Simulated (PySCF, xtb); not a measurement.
C2H8N2OSi, SMILES N[Si@H](O)/N=C\C. Other conformers were not sampled.

Harmonic wavenumbers (cm⁻¹) from GFN2-xTB run with xtb 6.7.1 at its own minimum, in rising order: 35, 110, 147, 167, 188, 204, 260, 292, 368, 536, 617, 694, 709, 725, 791, 814, 840, 890, 926, 979, 1015, 1104, 1341, 1373, 1459, 1461, 1543, 1792, 2218, 2889, 3008, 3019, 3068, 3473, 3517, 3700.

Q: What does PBE-D3(BJ)/def2-SVP (PySCF) give at its own minimum? (The exact figures need the calculation; the answer reports its results.)

A: 51, 129, 139, 160, 218, 249, 295, 345, 374, 439, 511, 647, 699, 764, 783, 818, 871, 890, 910, 921, 1041, 1082, 1311, 1363, 1393, 1393, 1476, 1747, 2178, 2892, 2961, 3036, 3088, 3500, 3603, 3742. Paired by order, the mean absolute difference is 35 cm⁻¹ and the zero-point energies are 66.2 and 65.8 kcal/mol.
